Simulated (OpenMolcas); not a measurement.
Ag2+: moving or changing the point charges

Ag2+ among 4 point charges of -2.5 e arranged as a tetrahedron (Td), 1.96 Å from the ion.

```yaml
Program: OpenMolcas 26.06
Method: "SS-CASPT2, IPEA 0.25 Eh, imaginary shift 0.1 Eh (closed shells correlated: 4s 4p)"
Basis: ANO-RCC-VTZP [7s6p4d2f1g]
Scalar_Hamiltonian: DKH2, point nucleus
Active_space: 9 electrons in 5 orbitals (4d)
State_averaging: 2S+1 = 2 even, 5 roots
Spin-orbit_coupling: RASSI with atomic mean-field integrals over the reference wave functions
```

Runs around this geometry, states (labels of Td). Energies in cm-1 above the lowest state or level, χT in cm3 K/mol; under a threefold ground state the first gap can be a small split of the lowest multiplet, not the spin-orbit step; 10Dq is the gap between the two states; 10Dq is negative for this site.

```csv
R (Å),q (e),Ground state,First state of that spin,10Dq,First gap with spin-orbit (degeneracies),χT at 300 K
1.96,-1.62,2T2,2E 2510,-2512,"1140 (2, 4)",0.820
1.83,-2.5,2T2,2E 2730,-2730,"1080 (2, 4)",0.797
1.96,-2.5,2T2,2E 2810,-2810,"1180 (2, 4)",0.787
2.12,-2.5,2T2,2E 2340,-2343,"1070 (2, 4)",0.845
```

Scaling the charges by -1.62 / -2.5 = 0.65 scales |10Dq| by 2512 / 2810 = 0.89; with fixed orbitals a first-order splitting would follow the charge.

Roots that are degenerate in the reference are averaged as groups; the widest CASPT2 spread within a group is 89 cm-1 (the 3-fold group of multiplicity 2 near 0 cm-1 above the lowest state of its run, R = 1.83, q = -2.5). Shifts and gaps below about the spread of the groups concerned are not significant. An orbital triplet at a regular site is open to Jahn-Teller coupling, which can distort the site and quench the lowest spin-orbit gaps and is left out. The ground term spreads over less than 5000 cm-1, several times less than with real ligands, so orbital moments are less quenched and χT lies further from the spin-only value than at real sites. Free-ion shares, where given, are those of the reference states; single-state CASPT2 does not remix them. Point charges carry no covalency, so the field is a model and not that of real ligands. No measured value stands beside these numbers.
